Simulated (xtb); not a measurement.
Input for xtb: GFN2-xTB on H4SeSn (SMILES [SeH][SnH3]), a point of a torsion scan.

```
$ xtb mol.xyz --gfn 2 --opt vtight --chrg 0 --uhf 0 --input xcontrol
6

Se     1.71118685    -0.85685778    -0.11284749
Sn    -0.68826590    -0.01231824     0.00475994
H      2.61846044     0.37351607     0.03418150
H     -1.47713798    -0.43134944    -1.48301978
H     -0.64327156     1.70832062     0.21514188
H     -1.50432857    -0.73771303     1.36826492
$constrain
  force constant=1.0
  dihedral: 3,1,2,4,120.0
$end
```

Program output:

```
[...]
           -------------------------------------------------
          |                Calculation Setup                |
           -------------------------------------------------



           -------------------------------------------------
          |                 G F N 2 - x T B                 |
           -------------------------------------------------

        Reference                      10.1021/acs.jctc.8b01176
      * Hamiltonian:
        H0-scaling (s, p, d)           1.850000    2.230000    2.230000
        zeta-weighting                 0.500000
      * Dispersion:
        s8                             2.700000
        a1                             0.520000
        a2                             5.000000
        s9                             5.000000
      * Repulsion:
        kExp                           1.500000    1.000000
        rExp                           1.000000
      * Coulomb:
        alpha                          2.000000
        third order                    shell-resolved
        anisotropic                    true
        a3                             3.000000
        a5                             4.000000
        cn-shift                       1.200000
        cn-exp                         4.000000
        max-rad                        5.000000


          ...................................................
          :                      SETUP                      :
          :.................................................:
          :  # basis functions                  24          :
          :  # atomic orbitals                  22          :
          :  # shells                           10          :
          :  # electrons                        14          :
          :  max. iterations                   250          :
          :  Hamiltonian                  GFN2-xTB          :
          :  restarted?                      false          :
          :  GBSA solvation                  false          :
          :  PC potential                    false          :
          :  electronic temp.          300.0000000     K    :
          :  accuracy                    1.0000000          :
          :  -> integral cutoff          0.2500000E+02      :
          :  -> integral neglect         0.1000000E-07      :
          :  -> SCF convergence          0.1000000E-05 Eh   :
          :  -> wf. convergence          0.1000000E-03 e    :
          :  Broyden damping             0.4000000          :
          :  net charge                          0          :
          :  unpaired electrons                  0          :
          ...................................................

 iter      E             dE          RMSdq      gap      omega  full diag
   1     -7.3021001 -0.730210E+01  0.688E+00    3.17       0.0  T
   2     -7.3044399 -0.233980E-02  0.918E+00    3.32       1.0  T
   3     -7.3137940 -0.935409E-02  0.664E+00    3.26       1.0  T
   4     -7.3170263 -0.323230E-02  0.109E+00    3.14       1.0  T
   5     -7.3174052 -0.378915E-03  0.257E-01    3.12       1.0  T
   6     -7.3174209 -0.157602E-04  0.220E-01    3.13       1.0  T
   7     -7.3174225 -0.154425E-05  0.171E-01    3.13       1.0  T
   8     -7.3174262 -0.372857E-05  0.568E-02    3.13       1.0  T
   9     -7.3174269 -0.740238E-06  0.607E-03    3.13       6.7  T
  10     -7.3174270 -0.108412E-07  0.147E-03    3.13      27.8  T
  11     -7.3174270 -0.129623E-09  0.777E-04    3.13      52.5  T
  12     -7.3174270 -0.171387E-09  0.188E-04    3.13     217.3  T

   *** convergence criteria satisfied after 12 iterations ***

         #    Occupation            Energy/Eh            Energy/eV
      -------------------------------------------------------------
         1        2.0000           -0.7880595             -21.4442
         2        2.0000           -0.7401219             -20.1397
         3        2.0000           -0.4757762             -12.9465
         4        2.0000           -0.4586029             -12.4792
         5        2.0000           -0.4560009             -12.4084
         6        2.0000           -0.4216334             -11.4732
         7        2.0000           -0.3845351             -10.4637 (HOMO)
         8                         -0.2694380              -7.3318 (LUMO)
         9                         -0.2242090              -6.1010
        10                         -0.1693048              -4.6070
        11                         -0.1596757              -4.3450
        12                         -0.1476383              -4.0174
       ...                                ...                  ...
        22                          0.8987186              24.4554
      -------------------------------------------------------------
                  HL-Gap            0.1150971 Eh            3.1320 eV
             Fermi-level           -0.3269865 Eh           -8.8978 eV

 SCC (total)                   0 d,  0 h,  0 min,  0.004 sec
 SCC setup           
[...]
        -0.2578954              -7.0177 (LUMO)
         9                         -0.1901330              -5.1738
        10                         -0.1636164              -4.4522
        11                         -0.1383559              -3.7649
        12                         -0.1343734              -3.6565
       ...                                ...                  ...
        22                          1.0335463              28.1242
      -------------------------------------------------------------
                  HL-Gap            0.1298312 Eh            3.5329 eV
             Fermi-level           -0.3228110 Eh           -8.7841 eV

 SCC (total)                   0 d,  0 h,  0 min,  0.002 sec
 SCC setup                      ...        0 min,  0.000 sec (  2.437%)
 Dispersion                     ...        0 min,  0.000 sec (  0.618%)
 classical contributions        ...        0 min,  0.000 sec (  0.283%)
 integral evaluation            ...        0 min,  0.001 sec ( 28.446%)
 iterations                     ...        0 min,  0.000 sec ( 24.110%)
 molecular gradient             ...        0 min,  0.001 sec ( 41.139%)
 printout                       ...        0 min,  0.000 sec (  2.523%)

         :::::::::::::::::::::::::::::::::::::::::::::::::::::
         ::                     SUMMARY                     ::
         :::::::::::::::::::::::::::::::::::::::::::::::::::::
         :: total energy              -7.312894870061 Eh    ::
         :: gradient norm              0.000029340441 Eh/a0 ::
         :: HOMO-LUMO gap              3.532886159731 eV    ::
         ::.................................................::
         :: SCC energy                -7.333247805154 Eh    ::
         :: -> isotropic ES            0.003985067154 Eh    ::
         :: -> anisotropic ES          0.000767485801 Eh    ::
         :: -> anisotropic XC          0.001873527375 Eh    ::
         :: -> dispersion             -0.002861963572 Eh    ::
         :: repulsion energy           0.020352934743 Eh    ::
         :: add. restraining           0.000000000349 Eh    ::
         :: total charge              -0.000000000000 e     ::
         :::::::::::::::::::::::::::::::::::::::::::::::::::::

           -------------------------------------------------
          |                Property Printout                |
           -------------------------------------------------

    * Orbital Energies and Occupations

         #    Occupation            Energy/Eh            Energy/eV
      -------------------------------------------------------------
         1        2.0000           -0.7873155             -21.4239
         2        2.0000           -0.7422696             -20.1982
         3        2.0000           -0.4839178             -13.1681
         4        2.0000           -0.4607270             -12.5370
         5        2.0000           -0.4585231             -12.4770
         6        2.0000           -0.4304985             -11.7145
         7        2.0000           -0.3877265             -10.5506 (HOMO)
         8                         -0.2578954              -7.0177 (LUMO)
         9                         -0.1901330              -5.1738
        10                         -0.1636164              -4.4522
        11                         -0.1383559              -3.7649
        12                         -0.1343734              -3.6565
        13                         -0.0732649              -1.9936
        14                         -0.0708089              -1.9268
        15                         -0.0018603              -0.0506
        16                          0.1103774               3.0035
        17                          0.1270829               3.4581
        18                          0.1981773               5.3927
       ...                                ...                  ...
        22                          1.0335463              28.1242
      -------------------------------------------------------------
                  HL-Gap            0.1298312 Eh            3.5329 eV
             Fermi-level           -0.3228110 Eh           -8.7841 eV

     #   Z          covCN         q      C6AA      α(0)
     1  34 Se       1.808    -0.276   245.118    27.282
     2  50 Sn       3.679     0.107   329.876    33.135
     3   1 H        0.925     0.146     1.416     1.861
     4   1 H        0.932     0.010     2.896     2.661
     5   1 H        0.932     0.004     2.987     2.702
     6   1 H        0.932     0.010     2.896     2.661

 Mol. C6AA /au·bohr⁶  :       1607.458117
 Mol. C8AA /au·bohr⁸  :     127632.513042
 Mol. α(0) /au        :         70.301481


Wiberg/Mayer (AO) data.
largest (>0.10) Wiberg bond orders for each atom

 ---------------------------------------------------------------------------
Note: The following floating-point exceptions are signalling: IEEE_UNDERFLOW_FLAG IEEE_DENORMAL
normal termination of xtb
     #   Z sym  total        # sym  WBO       # sym  WBO       # sym  WBO
 ---------------------------------------------------------------------------
     1  34 Se   2.084 --     3 H    0.952     2 Sn   0.831     5 H    0.102
     2  50 Sn   3.018 --     1 Se   0.831     5 H    0.723     6 H    0.721
                             4 H    0.721
     3   1 H    0.979 --     1 Se   0.952
     4   1 H    1.000 --     2 Sn   0.721
     5   1 H    1.000 --     2 Sn   0.723     1 Se   0.102
     6   1 H    1.000 --     2 Sn   0.721
 ---------------------------------------------------------------------------

Topologies differ in total number of bonds
Writing topology from bond orders to xtbtopo.mol

molecular dipole:
                 x           y           z       tot (Debye)
 q only:       -0.434       0.568       0.066
   full:       -0.371       0.528       0.061       1.647
molecular quadrupole (traceless):
                xx          xy          yy          xz          yz          zz
 q only:        0.471       3.089      -0.814       0.347      -0.138       0.342
  q+dip:       -2.078       4.535       0.539       0.525      -0.126       1.539
   full:       -0.486       4.527       0.657       0.512       0.085      -0.171

           -------------------------------------------------
          |                Geometry Summary                 |
           -------------------------------------------------

      molecular mass/u    :      201.7012641
   center of mass at/Å    :        0.3140562      -0.3570079      -0.0380855
  moments of inertia/u·Å² :        0.9497149E+01   0.3112489E+03   0.3133230E+03
rotational constants/cm⁻¹ :        0.1775020E+01   0.5416125E-01   0.5380272E-01

 * 5 selected distances

     #   Z          #   Z                                           value/Å
     1  34 Se       2  50 Sn                                      2.5043210 (max)
     1  34 Se       3   1 H                                       1.4359682 (min)
     2  50 Sn       4   1 H                                       1.6732903
     2  50 Sn       5   1 H                                       1.6758957
     2  50 Sn       6   1 H                                       1.6733238

 * 3 distinct bonds (by element types)

   Z      Z             #   av. dist./Å        max./Å        min./Å
   1 H   34 Se          1     1.4359682     1.4359682     1.4359682
   1 H   50 Sn          3     1.6741699     1.6758957     1.6732903
  34 Se  50 Sn          1     2.5043210     2.5043210     2.5043210


optimized geometry written to: xtbopt.xyz


           -------------------------------------------------
          | TOTAL ENERGY               -7.312894870061 Eh   |
          | GRADIENT NORM               0.000029340441 Eh/α |
          | HOMO-LUMO GAP               3.532886159731 eV   |
           -------------------------------------------------

------------------------------------------------------------------------
------------------------------------------------------------------------
 total:
 SCF:
 ANC optimizer:
```

The run finished.

Warnings raised: the energy holds the restraint's term.

Cost: very roughly 0.07 core-seconds.
